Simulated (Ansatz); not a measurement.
Consider the atomization: `C#CC(=O)[SiH3]` → 3 C• + 4 H• + O• + Si•.

Program: Ansatz. Geometries: PBE0-D4/def2-TZVP. ΔE: electronic, gas phase. CCSD(T)/CBS is the MP2 limit (def2-TZVPP, def2-QZVPP) plus CCSD(T) − MP2 in def2-TZVPP, frozen cores. This one scheme is used for every species, atoms too. Functionals use def2-TZVPP. No spin–orbit coupling; open shells (•) take unrestricted orbitals. Spin–orbit coupling would lower the free atoms: a little for C, O, Si.

CCSD(T)/CBS gives +867.2 kcal/mol.

Task: Another level gave +867.8 kcal/mol. Which?
A. B97M-V/def2-TZVPP
B. r2SCAN-D4/def2-TZVPP
C. SCS-MP2/def2-TZVPP
D. PBE0/def2-TZVPP

Result: D. PBE0 867.8, SCS-MP2/def2-TZVPP 859.8, B97M-V 870.6, r2SCAN-D4 872.1 kcal/mol.

Largest T1 diagnostic among the species: 0.016.

From BLYP to BHLYP (50 % exact exchange), in def2-TZVPP and without D4, ΔE moves by −38.8 kcal/mol: exact exchange takes away binding that semilocal exchange gives to molecules. In def2-TZVPP, CCSD(T) changes the Hartree–Fock value by +231.0 kcal/mol (the triples alone add +18.4 kcal/mol) and MP2 by +255.1 kcal/mol; breaking electron pairs costs correlation energy, which Hartree–Fock lacks.

For atomizations the MP2-based limit and the directly extrapolated one differ by several kJ/mol either way, and by 10 to 25 for some Ge, Se and Sn compounds, so smaller differences from it don't rank the levels.
